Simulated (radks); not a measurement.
Values are calculated unless marked as measured or tabulated.
All-electron atom: Ba XL in [Ne] 3s2 3p5. Level of theory: scalar-relativistic Kohn-Sham, SCAN, spin-polarised, spherical densities, finite nucleus; open shells are filled with parallel spins first (spin-orbit coupling, left out, can overturn this in heavy ions); meta-GGA in the generalised Kohn-Sham scheme; Fermi nuclear charge, rms radius 4.8378 fm (a radial shooting solver on a logarithmic mesh with Libxc functionals).

Normalised radial functions P(r) = r R(r), r in bohr:

r	2p up	2p down	3p up
0.001731	0.0188	0.0188	0.0101
0.001921	0.0226	0.0226	0.0121
0.002148	0.0274	0.0274	0.0147
0.002384	0.0329	0.0329	0.0176
0.002666	0.0400	0.0399	0.0214
0.002982	0.0486	0.0485	0.0260
0.003309	0.0582	0.0582	0.0311
0.003701	0.0707	0.0707	0.0378
0.004107	0.0846	0.0846	0.0453
0.004593	0.1026	0.1026	0.0549
0.005138	0.1244	0.1244	0.0665
0.005701	0.1486	0.1486	0.0794
0.006377	0.1797	0.1797	0.0960
0.007075	0.2141	0.2140	0.1143
0.007914	0.2581	0.2580	0.1377
0.008852	0.3104	0.3103	0.1655
0.009822	0.3677	0.3676	0.1959
0.01099	0.4400	0.4399	0.2341
0.01219	0.5183	0.5182	0.2754
0.01363	0.6161	0.6159	0.3268
0.01525	0.7292	0.7291	0.3859
0.01692	0.8493	0.8491	0.4482
0.01893	0.9955	0.9953	0.5235
0.021	1.1476	1.1473	0.6010
0.02349	1.3287	1.3284	0.6920
0.02628	1.5270	1.5266	0.7897
0.02916	1.7250	1.7245	0.8847
0.03261	1.9492	1.9486	0.9883
0.03648	2.1793	2.1788	1.0888
0.04047	2.3923	2.3917	1.1741
0.04527	2.6123	2.6117	1.2502
0.05023	2.7988	2.7980	1.2987
0.05618	2.9687	2.9680	1.3173
0.06284	3.0936	3.0930	1.2904
0.06973	3.1582	3.1577	1.2150
0.07799	3.1618	3.1617	1.0705
0.08654	3.0974	3.0975	0.8718
0.0968	2.9520	2.9525	0.5865
0.1083	2.7308	2.7315	0.2320
0.1201	2.4660	2.4669	-0.1494
0.1344	2.1329	2.1336	-0.5953
0.1491	1.7973	1.7981	-1.0165
0.1668	1.4312	1.4316	-1.4434
0.1865	1.0850	1.0846	-1.8034
0.207	0.7979	0.7984	-2.0457
0.2315	0.5421	0.5406	-2.1796
0.2569	0.3560	0.3552	-2.1746
0.2873	0.2103	0.2098	-2.0349
0.3214	0.1141	0.1139	-1.7802
0.3566	0.0595	0.0594	-1.4767
0.3989	0.0267	0.0267	-1.1234
0.4426	0.0115	0.0115	-0.8108
0.495	0.0040	0.0040	-0.5246
0.5537	0.0012	0.0012	-0.3083
0.6144	0.0004	0.0004	-0.1713
0.6872	0.0001	0.0001	-0.0813
0.7625	0.0000	0.0000	-0.0363
0.8529	0.0000	0.0000	-0.0133

2p up: eigenvalue -7515.2 eV, 0 radial nodes, <r> = 0.0949 bohr, 90 % of the charge inside 0.154 bohr. 2p down: eigenvalue -7512.4 eV, 0 radial nodes, <r> = 0.0949 bohr, 90 % of the charge inside 0.154 bohr. 3p up: eigenvalue -2902.0 eV, 1 radial node at r = 0.116 bohr, <r> = 0.259 bohr, 90 % of the charge inside 0.384 bohr.

Empty levels of this run are not shown, since the potential may be unsettled where no density lies.
